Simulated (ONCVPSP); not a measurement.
# Before and after: ONCV potential for Ho (Z = 67)

* Element: Ho
* Generator: ONCVPSP 4.0.1
* Type: optimised norm-conserving Vanderbilt (ONCV)
* Functional: PBEsol
* Relativity: non-relativistic
* Frozen core: [Kr] 4d10 4f10
* Valence charge: 11
* Reference configuration: 5s2 5p6 5d2 6s1
* Partial waves: 5s+6s: rc 2.15 bohr, ncon 3, nbas 7, qcut 5.8 1/bohr, 2 projectors; 5p: rc 2.15 bohr, ncon 5, nbas 10, qcut 5.6 1/bohr, 2 projectors, debl 1.3 Ha; 5d: rc 2.85 bohr, ncon 4, nbas 9, qcut 4.4 1/bohr, 1 projector; f scattering state at 0.12 Ha: rc 2.55 bohr, ncon 4, nbas 9, qcut 3.9 1/bohr, 2 projectors, debl 3 Ha
* Local potential: polynomial inside 1.40 bohr (lpopt 1, dvloc0 1 Ha)
* Core correction: polynomial model core, fcfact 0.25

Change: s: rc 1.82.

Cutoffs: the cutoffs (Ha) at which the residual kinetic energy of the hardest occupied pseudo-wave falls to 1 and 0.1 mHa per electron; they do not see the model core or the augmentation charge, which bear on the density cutoff. Errors are all-electron minus pseudo energies relative to the spin-unpolarised reference configuration.

**Question.** What does the change do?

**Answer.** The potential gets harder (11 Ha and 14 Ha → 13 Ha and 15 Ha); of the 3 tests that both files solve, the error grows in 0 and shrinks in 1 by more than 15 % and 0.3 meV (median size 5.0 → 4.7 meV); neither file shows a bound ghost. A smaller radius makes the pseudo-wave follow the all-electron one further in, where it bends more sharply, so more plane waves are needed.

| quantity | base | changed |
| --- | --- | --- |
| cutoff, loose | 11 Ha | 13 Ha |
| cutoff, tight | 14 Ha | 15 Ha |
| loose cutoff by channel | s 11 Ha, p 7.7 Ha, d 7.3 Ha | s 13 Ha, p 7.7 Ha, d 7.3 Ha |
| bound ghosts | none | none |
| GHOST(+) flags under 300 eV | s at 126.8 eV | s at 147.1 eV |
| tests counted as reliable (solved cleanly; for ONCVPSP, near-neutral configurations with less than one 5d electron left out) | 3 of 4 | 3 of 4 |
| error for 5s2 5p6 5d1 6s2, meV [ΔE -1.18 eV] | -2.0 | -1.1 |
| error for 5s2 5p6 5d1 6s1, meV [ΔE 5.21 eV] | -5.0 | -4.7 |
| error for 5s2 5p6 5d1 6s0, meV [ΔE 16.80 eV] | -18 | -18 |
| p: phases at 2.18 bohr within 0.05 rad from the reference energy up to (Ha; the scan ends near 5) | to the end of the scan | to the end of the scan |
| d: phases at 2.89 bohr within 0.05 rad from the reference energy up to (Ha; the scan ends near 5) | 1.0 | 1.0 |
| f: phases at 2.58 bohr within 0.05 rad from the reference energy up to (Ha; the scan ends near 5) | 0.5 | 0.5 |
| rms error of d²Exc/dni dnj with the model core, mHa | 0.40 | 0.18 |

Base: The cutoffs count occupied waves only; projector 2 of the f channel, the hardest unoccupied one, needs 69 Ha at the loose tolerance. Changed file: The cutoffs count occupied waves only; projector 2 of the f channel, the hardest unoccupied one, needs 69 Ha at the loose tolerance.
